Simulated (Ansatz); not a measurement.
**How basis sets differ on GeH3Cl (chlorogermane)**

GeH3Cl: 5 atoms, total charge 0, spin state singlet. SMILES: `[Cl][GeH3]`. Geometry: relaxed at PBE0-D4/def2-TZVP.

Each level gives the vertical ionisation energy (to the doublet cation) (eV). The values are calculated.

| level | kind | program | value (eV) | CPU time (all runs) |
| --- | --- | --- | --- | --- |
| HF/LANL2DZ (core potential) | Hartree–Fock | Ansatz | 10.82 | 0.46 s |
| HF/STO-3G | Hartree–Fock | Ansatz | 9.12 | 3.8 s |
| HF/3-21G | Hartree–Fock | Ansatz | 10.76 | 5.8 s |
| HF/def2-mTZVP | Hartree–Fock | Ansatz | 10.57 | 13 s |
| HF/def2-mTZVPP | Hartree–Fock | Ansatz | 10.53 | 16 s |
| HF/def2-TZVP | Hartree–Fock | Ansatz | 10.51 | 40 s |
| HF/def2-QZVP | Hartree–Fock | Ansatz | 10.49 | 5.4 min |

All-electron rows without a relativistic Hamiltonian named are non-relativistic, while core potentials hold scalar relativity, so basis and relativity change together. The values span 9.12 to 10.82 eV. Without the sets that lack polarisation functions the rows with a basis span only 10.49 to 10.57 eV. Times are those of the runs behind each value, whatever else they computed, on shared processors of several kinds: orders of magnitude only.
